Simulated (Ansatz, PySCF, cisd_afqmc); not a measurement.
System: GaCl, charge 0, triplet. GaCl (SMILES [Cl][Ga], triplet).
B3LYP-D3(BJ)/def2-TZVP minimum from Ansatz (a program for electronic structure):
```
Ga
Cl 1 2.1967
```
Charge 0, spin multiplicity 3.

Atomisation energy term by term, kcal/mol (programs: Ansatz, cisd_afqmc). Radicals and triplets start from unrestricted determinants; spin-orbit coupling is neglected. Cores are frozen in correlated methods (noble-gas shells, and filled d and f shells in the p block). No relativity. AFQMC/CISD: phaseless, guided by CISD from CCSD amplitudes; bars are statistical, one sigma. Outlying blocks are dropped, and bars are widened where a walk drifts. Over all cases where full CI ran beside it in this data, AFQMC minus full CI had a median of +0.1 mEh and passed +0.4 mEh in a tenth of the cases. CBS(X,Y): correlation extrapolated as X^-3, Hartree-Fock from the larger set. A bracket is a step between two methods taken in the basis named. For partners of very few electrons the exact lower level stands in for a higher one. The spin of ClGa ([Cl][Ga], triplet) was assumed, and the state is the lowest solution found for it.

| term | basis | kcal/mol |
|---|---|---|
| Hartree-Fock | def2-QZVPP | 23.41 |
| CCSD correlation | CBS(def2-TZVPP,def2-QZVPP) | 9.10 |
| (T) | CBS(def2-TZVPP,def2-QZVPP) | 2.85 |
| CCSDT(Q) - CCSD(T) | def2-QZVPP | 0.10 |
| CCSDTQ - CCSDT(Q) | def2-SVP | -0.03 |
| minus zero-point energy | Hessian by PySCF at B3LYP-D3(BJ)/def2-TZVP | -0.50 |
| sum: D0 |  | 34.9 |

The step beyond CCSD(T) by other levels: CCSDTQ in def2-SVP 0.28; AFQMC/CISD in def2-SVP 0.34 ± 0.11; CCSDT(Q) in def2-SVP 0.31; CCSDT(Q) in def2-TZVPP 0.14 kcal/mol.
